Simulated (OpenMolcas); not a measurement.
**Lines of Pt²⁺: computed and rescaled rates**

| Item | Value |
| --- | --- |
| Program | OpenMolcas 26.06 |
| Method | SS-CASPT2, IPEA 0.25 Eh, imaginary shift 0.1 Eh (closed shells correlated: 5s 5p) |
| Basis | ANO-RCC-VQZP [9s8p6d4f2g1h] |
| Scalar Hamiltonian | DKH2, point nucleus |
| Active space | 8 electrons in 5 orbitals (5d) |
| State averaging | 2S+1 = 3 even, 10 roots; 2S+1 = 1 even, 15 roots |
| Spin-orbit coupling | RASSI with atomic mean-field integrals over the reference wave functions, term energies averaged over their components |

Rates come from the transition moments of the reference wave functions (E1 and E2 in the length form). At fixed line strength A goes as λ^-3 for E1 and M1 and as λ^-5 for E2, so a rate at the computed wavelength can be rescaled to the measured one. Measured vacuum wavelengths follow from level energies in NIST levels as listed in McCann et al., Mon. Not. R. Astron. Soc. 538, 537 (2025). Branching counts decays inside the model space alone, at computed energies, and the table is only a selection of the M1 lines, drawn from those between levels with measured partners whose computed energy lies within a factor of 1.5 of the measured one.

```csv
Upper,Lower,Type,λ computed (nm),λ measured (nm),A computed (s-1),A rescaled (s-1),Branching %
5d⁸ ³F₃,5d⁸ ³F₄,M1,989.7,1025,2.58e+01,2.32e+01,98.8
5d⁸ ¹G₄,5d⁸ ³F₄,M1,440.2,468.8,1.61e+01,,89.8
5d⁸ ¹G₄,5d⁸ ³F₃,M1,793,863.6,1.73e+00,,9.6
5d⁸ ³P₁,5d⁸ ³P₀,M1,4100,5427,2.23e-01,9.62e-02,1.4
```

Spin-changing lines and M1 lines between different terms are not rescaled, since their strength hangs on the term gaps too.

The largest correction is for 5d⁸ ³P₁ → 5d⁸ ³P₀ (M1): 2.23e-01 × (4100 / 5427)^3 = 9.62e-02 s-1, a factor of 0.43.

The computed rate and branching of 5d⁸ ³F₃ → 5d⁸ ³F₄ give the upper level a radiative lifetime of 0.988 / 2.58e+01 s-1 = 3.83e-02 s, counting decays inside the model space alone. The rescaled rate gives about 4.3e-02 s.

These are rates of the free ion; in crystals, glasses and complexes forced electric-dipole and non-radiative decay shorten such lifetimes by orders of magnitude. No measured rate stands beside these. Rescaling mends the energy factor alone: line strengths can still be far off where a level mixes with configurations outside the active space, and weak or spin-changing lines hang on small mixing coefficients that depend on the term gaps too, so rescaling need not improve them.

Term energies are means over components that CASPT2 splits; among the terms shown or strongly mixed into the levels shown the widest spread is 730 cm-1 (5d⁸ ¹G). Configurations with an s electron lie low in 5d ions of this charge, fall among these levels and mix in, so low-spin terms can stand far too high, up to twice their true height, and weights are not those of the real levels. Some terms miss by over 15 % even with CASPT2, which points to a basis or an active space too small for the shells correlated. Measured partners are found by configuration, term and J. A level has none where our copy of the source lacks it or the pairing is in doubt (some pairs that miss far off the trend of their configuration count as doubtful). Levels of configurations outside the active space are missing.
